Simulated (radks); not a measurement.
Removal energies from the gold ion Au7+, [Xe] 4f14 5d4, by Delta-SCF beside the eigenvalue of the level emptied. All-electron calculation, non-relativistic Kohn-Sham, PBE, spin-polarised, spherical densities, point nucleus. Program: a radial shooting solver on a logarithmic mesh with Libxc functionals. Open shells are filled with parallel spins first.

removed from         final configuration  Delta-SCF (eV)  -eigenvalue (eV)
5d                         [Xe] 4f14 5d3          115.06            106.46
5p            [Kr] 4d10 4f14 5s2 5p5 5d4          164.44            154.97
5s            [Kr] 4d10 4f14 5s1 5p6 5d4          196.82            186.86
4f                         [Xe] 4f13 5d4          219.71            202.95
